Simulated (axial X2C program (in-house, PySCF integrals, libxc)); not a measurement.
# Potential curves of AlNi, with spin–orbit coupling

Computed with an axial X2C code built on PySCF integrals. Two-component (2c) means X2C with spin–orbit coupling and atomic mean-field two-electron Coulomb and Gaunt terms. Basis: Ni dyall-cv3z [9s9p6d3f2g], Al dyall-v3z [8s8p2d1f] (cores contracted in-house); Gaussian nuclei, density fitting, unrestricted open shells. Masses: Ni 57.935 u, Al 26.982 u.

State: Ω = 5/2 (⟨Sz⟩ = 0.50, ⟨Lz⟩ = 2.00 at HF). Energies in cm⁻¹ from the fragments at the same level (Ni + Al). Fits are polynomials in 1 − R0/R over 0.85 to 1.23 times the lowest point R0.

```
 R (Å)    CCSD     HF
2.0471          15171
2.1412  -11875  12588
2.2118  -12673  11236
2.2824  -13065  10268
2.3530  -13141   9607
2.4354  -12926   9136
2.5177  -12465   8914
2.6236  -11620   8893
2.7530           9136
2.9413           9768
```

Correlated methods: 13 electrons correlated (number of frozen shells: Ni 3 s, 2 p; Al 2 s, 1 p), 221 virtual spin orbitals or spinors in MP2, 90 natural virtuals in coupled cluster.

Occupations by symmetry block were frozen at the best pattern of an incomplete PBE0 search. Dissociation energies refer to the lowest single-determinant-based atoms at the same level and basis. CCSD ran in a truncated set of natural virtual spinors with an MP2 remainder; without triples it tends to underbind. Other states lie close and PBE0, whose exact exchange favours high spin, may order them wrongly; the determinant shown need not be the ground state. The nearest other 2c determinant of the search, Ω = 3/2, lies 0.14 eV up at the distance of the search. The determinant is spin-polarised beyond a pure state at some levels (its spin-free form has ⟨S²⟩ too high), which makes Re and μ there less reliable. The T1 diagnostic is large, a sign of multireference character. Coupled cluster ran on the points near the minimum only. MP2 and coupled cluster on one determinant become unreliable at the stretched end.

Q: Fit the CCSD curve near its minimum: give the equilibrium distance, the harmonic wavenumber and the well depth.

A: At CCSD, 2c: Re = 2.337 Å, ωe ≈ 308 cm⁻¹, De = 1.63 eV to Ni + Al; Be follows as 0.168 cm⁻¹.

Q: Fit the HF curve near its minimum: give the equilibrium distance, the harmonic wavenumber and the well depth.

A: At HF, 2c: Re = 2.578 Å, ωe ≈ 199 cm⁻¹, De = -1.10 eV to Ni + Al; Be follows as 0.138 cm⁻¹.
